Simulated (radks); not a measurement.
The numbers below are computed, except where a source is named.
The tin ion Sn11+ is in [Kr] 4d3. Level of theory: scalar-relativistic Kohn-Sham, PBE, spin-polarised, spherical densities, finite nucleus; Fermi nuclear charge, rms radius of each element as measured or else 0.836 A^(1/3) + 0.57 fm (a radial shooting solver on a logarithmic mesh with Libxc functionals). Open shells are filled with parallel spins first. One electron is removed from 4s, 3d, 4d, 4p in turn, with full relaxation. Which removal costs least, and what does each cost?

Answer. 4d 233.35 eV; 4p 300.93 eV; 4s 348.88 eV; 3d 724.25 eV. The 4d electron leaves first.
